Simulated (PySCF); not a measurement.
Record of a relaxation.

Species: C₃H₈B₂O.
Atom-mapped SMILES: `[BH2:1][O:2][BH:3][C:4](=[CH2:5])[CH3:6]` (hydrogens: H7, H8 on B1; H9 on B3; H10, H11 on C5; H12, H13, H14 on C6)

Method: PBE0-D3(BJ)/def2-SVP geometry optimisation, gas phase (PySCF 2.14.0); density fitting, grid level 1; the optimiser is geomeTRIC in internal coordinates, started from a GFN2-xTB structure with every atom displaced at random (about 0.01 Å). 5 of its 9 geometries are shown. The frame can shift and turn from step to step; on so coarse a grid that alone can change the energy by a few meV, and forces under 0.02 eV/Å are noise.

Step 0: E = -6629.4841 eV, largest atomic force 1.993 eV/Å
```
atom  x, y, z in Å  |  force x, y, z in eV/Å
B1      2.607   -0.670   -0.043   -0.320   0.877  -0.607
O2      1.631    0.094    0.418    0.791  -0.614  -0.297
B3      0.619    0.807    0.853   -0.495   1.074   0.814
C4     -0.814    0.388    0.533   -1.895  -0.439  -0.431
C5     -1.891    1.081    0.969    1.362   0.390   0.416
C6     -1.065   -0.843   -0.300    0.585   0.428   0.471
H7      3.055   -0.410   -1.111    0.244   0.111  -0.584
H8      3.008   -1.543    0.591    0.473  -1.205   0.937
H9      0.861    1.777    1.528    0.027   0.181   0.073
H10    -2.912    0.807    0.774   -0.650  -0.356  -0.286
H11    -1.766    1.971    1.586    0.084   0.212   0.098
H12    -2.113   -1.044   -0.450   -0.750  -0.064  -0.068
H13    -0.602   -0.722   -1.275    0.305  -0.171  -0.502
H14    -0.627   -1.708    0.199    0.239  -0.423  -0.035
```

Step 2: E = -6629.6489 eV, largest atomic force 0.163 eV/Å
```
atom  x, y, z in Å  |  force x, y, z in eV/Å
B1      2.495   -0.828   -0.431    0.054  -0.057   0.018
O2      1.491   -0.098    0.046   -0.108  -0.007  -0.015
B3      0.438    0.596    0.511   -0.054   0.094   0.029
C4     -1.022    0.118    0.238    0.017  -0.131   0.037
C5     -2.019    0.791    0.841    0.050   0.147   0.049
C6     -1.272   -1.095   -0.608   -0.049  -0.052  -0.047
H7      2.935   -0.564   -1.528    0.005  -0.008  -0.005
H8      2.938   -1.731    0.250   -0.023   0.051  -0.033
H9      0.667    1.596    1.154    0.001   0.010   0.025
H10    -3.078    0.516    0.757    0.065  -0.066  -0.081
H11    -1.802    1.666    1.461    0.014   0.019   0.023
H12    -2.345   -1.289   -0.753    0.015  -0.001   0.007
H13    -0.806   -0.994   -1.602    0.002   0.006   0.002
H14    -0.825   -1.992   -0.148    0.012  -0.005  -0.009
```

Step 4: E = -6629.6535 eV, largest atomic force 0.089 eV/Å
```
atom  x, y, z in Å  |  force x, y, z in eV/Å
B1      2.497   -0.816   -0.440   -0.023   0.029  -0.015
O2      1.489   -0.097    0.048   -0.022  -0.027  -0.044
B3      0.435    0.586    0.527    0.053   0.057   0.043
C4     -1.019    0.104    0.255    0.020  -0.039  -0.001
C5     -2.012    0.803    0.835    0.003  -0.019  -0.040
C6     -1.276   -1.106   -0.597    0.010   0.016   0.025
H7      2.928   -0.547   -1.539   -0.005   0.004   0.003
H8      2.948   -1.716    0.231    0.019  -0.024   0.024
H9      0.662    1.583    1.178   -0.004  -0.007   0.010
H10    -3.064    0.524    0.709   -0.039   0.026   0.021
H11    -1.800    1.679    1.457   -0.002  -0.019  -0.017
H12    -2.350   -1.293   -0.744   -0.013  -0.004   0.004
H13    -0.808   -1.001   -1.589   -0.001   0.004  -0.010
H14    -0.833   -2.008   -0.142    0.005   0.002  -0.003
```

Step 6: E = -6629.6550 eV, largest atomic force 0.020 eV/Å
```
atom  x, y, z in Å  |  force x, y, z in eV/Å
B1      2.490   -0.810   -0.452    0.004   0.004   0.006
O2      1.485   -0.096    0.049   -0.009   0.000  -0.011
B3      0.436    0.583    0.544   -0.001  -0.006   0.000
C4     -1.018    0.099    0.263   -0.010  -0.001   0.004
C5     -2.017    0.805    0.823    0.005   0.015  -0.013
C6     -1.268   -1.113   -0.587    0.004  -0.007   0.004
H7      2.914   -0.529   -1.551   -0.001  -0.001  -0.002
H8      2.948   -1.717    0.209    0.001   0.002  -0.001
H9      0.664    1.571    1.206    0.000  -0.003   0.008
H10    -3.073    0.540    0.689    0.009  -0.004  -0.002
H11    -1.806    1.684    1.439   -0.003   0.004   0.009
H12    -2.341   -1.303   -0.736    0.003  -0.004   0.002
H13    -0.797   -1.007   -1.578   -0.006   0.001   0.000
H14    -0.823   -2.013   -0.130    0.004   0.000  -0.004
```

Step 8: E = -6629.6560 eV, largest atomic force under 0.02 eV/Å
```
atom  x, y, z in Å  |  force x, y, z in eV/Å
B1      2.494   -0.793   -0.466    0.005   0.000   0.007
O2      1.483   -0.096    0.048   -0.004  -0.005  -0.005
B3      0.434    0.569    0.561    0.005   0.004   0.003
C4     -1.020    0.090    0.272   -0.002   0.008  -0.009
C5     -2.019    0.813    0.808    0.004  -0.008   0.003
C6     -1.268   -1.125   -0.573    0.001  -0.002   0.004
H7      2.913   -0.492   -1.562   -0.004   0.004   0.000
H8      2.961   -1.705    0.180    0.001  -0.002  -0.002
H9      0.662    1.544    1.243    0.000   0.000   0.000
H10    -3.075    0.556    0.658   -0.004   0.004   0.000
H11    -1.811    1.695    1.422    0.000  -0.003  -0.002
H12    -2.341   -1.321   -0.718   -0.001  -0.002   0.002
H13    -0.802   -1.019   -1.567   -0.002   0.002  -0.002
H14    -0.816   -2.022   -0.117    0.003   0.000  -0.001
```

**Question.** Summarise the path.

**Answer.** The energy falls by 16.59 kJ/mol from step 0 to step 8; nine tenths of that is first reached at step 1. It falls at every step. The largest force goes from 1.993 to under 0.02 eV/Å. Among the bonds B1–H8 changes most, from 1.151 to 1.211 Å; the atoms move by 0.071 Å rms after alignment.

**Question.** Follow the three bonds and two angles with the largest change from start to end.

**Answer.** 
```
step  E above end (kJ/mol)  largest force (eV/Å)  B1–H8 (Å)  O2–B3 (Å)  B3–C4 (Å)  B3–C4–C5 (°)  C5–C4–C6 (°)
   0                 16.59                 1.993      1.151      1.312      1.527         122.6         117.6
   1                  1.49                 0.611      1.224      1.344      1.571         116.4         122.9
   2                  0.69                 0.163      1.214      1.344      1.561         117.5         122.3
   3                  0.44                 0.152      1.207      1.343      1.553         116.9         122.5
   4                  0.25                 0.089      1.210      1.344      1.557         116.9         122.5
   5                  0.17                 0.062      1.212      1.344      1.559         117.1         122.4
   6                  0.10                 0.020      1.211      1.344      1.558         117.0         122.4
   7                  0.03            under 0.02      1.211      1.344      1.557         117.0         122.5
   8                  0.00            under 0.02      1.211      1.344      1.558         117.0         122.5
```

The cost below is that of the whole optimisation. Time: 47 s wall; peak memory 0.51 GiB. Hardware: one thread, Arm Neoverse V1 (aarch64), no GPU, on a shared host.
